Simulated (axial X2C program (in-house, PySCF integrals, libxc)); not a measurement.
# Ω levels of CuCN⁺ from open-shell CI on d9 s0 p(π)0

Calculated with an in-house all-electron X2C program for linear molecules (integrals from PySCF): two-component X2C with atomic mean-field Coulomb and Gaunt terms, basis Cu dyall-v3z, C dyall-v3z, N dyall-v3z (cores contracted in-house). Orbitals come from Hartree–Fock averaged over the configuration Cu d9 s0 p(π)0; CI then distributes these electrons over the d, s, p(π) shells of Cu.

Cu–C–N held linear, bonds 1.901 and 1.160 Å (the second held) (near the minimum of the configuration average).

Lowest levels of this model:

| Ω | energy (cm⁻¹) | g∥ | configuration |
| --- | --- | --- | --- |
| 1/2 | 0 | 1.86 | 100% d9 |
| 3/2 | 2395 | 3.81 | 100% d9 |
| 5/2 | 3221 | 6.00 | 100% d9 |
| 1/2 | 3724 | 0.14 | 100% d9 |
| 3/2 | 5095 | 2.19 | 100% d9 |

g∥ is the magnitude of 2⟨Lz + ge Sz⟩ for the +Ω component.

**Question.** From Ω and g∥ of the lowest level, whose 2⟨Lz + ge Sz⟩ is positive, find ⟨Sz⟩ and ⟨Lz⟩ (ge = 2.0023).

**Answer.** Ω = ⟨Lz⟩ + ⟨Sz⟩ = 1/2 and ⟨Lz⟩ + ge⟨Sz⟩ = 0.930, so ⟨Sz⟩ = 0.43 and ⟨Lz⟩ = 0.07.

Occupations of the active spinors in the lowest level by ω, shell by shell in order of energy: -5/2: 1.00; -3/2: 1.00 1.00 0.00; -1/2: 0.99 0.01 0.00 0.00; 1/2: 1.00 1.00 0.00 0.00; 3/2: 1.00 1.00 0.00; 5/2: 1.00. The leading determinant has weight 0.99 among 1593.

This point took 4.6 s on 1 thread of Arm Neoverse N1, with other jobs on the host.

Dynamic correlation is missing, so gaps between terms are too wide and other configurations may lie lower; the lowest level listed is that of this model, not necessarily the ground state. For d shells the ligand-field splittings (σ, π, δ) and their order can be off by a thousand cm⁻¹ or more. At most 4 roots were kept for each Ω > 0 (twice that for Ω = 0) within 3.2 eV of the lowest, so higher up levels can be missing between those listed; levels with Ω > 0 are doubly degenerate and listed once, Ω = 0 levels singly. Some active spinors are only partly of the character that their shell is named for, so the shell names and counts are nominal. States that fill the shells left empty in the average are placed too high. The molecule was held linear; bending was not examined.
